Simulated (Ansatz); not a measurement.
Ta₂B₂, relaxed as a singlet with RKS PBE0-D4/def2-TZVP in Ansatz, starting from packed atoms. Force threshold 0.02 eV/Å.

In the def2 sets Ta takes a core potential; there is no spin–orbit coupling. The relaxation made no stability test and no search for a lower SCF solution. The structure comes from a short search, and lower isomers may exist.

Start:

```xyz
4

Ta   -0.638   -2.223   -0.142
Ta    0.537    1.291    1.424
B    -0.992    0.378   -0.383
B     1.093    0.554   -0.899
```

**Question.** Estimate the energy that the relaxation releases and the steps that it takes.

**Answer.** 8.78 eV, in 11 steps; 25 s on 4 threads of Arm Neoverse V2 on a shared host. No frequencies were taken in this run, so the end may be a saddle point.

**Question.** Does the start keep its bonding?

**Answer.** Bonds formed: Ta1–B4 (atoms count from 1). Metal–metal contacts that move far: Ta1–Ta2 4.02 to 2.52 Å.

**Question.** Predict the relaxed structure.

**Answer.** 
```xyz
4

Ta   -0.219   -1.380   -0.042
Ta    0.349    0.797    1.094
B    -1.086    0.447   -0.313
B     0.956    0.136   -0.739
```
Bond lengths (bridged metal pairs left out): 4 × B–Ta 2.04 Å; 1 × Ta–Ta 2.52 Å.
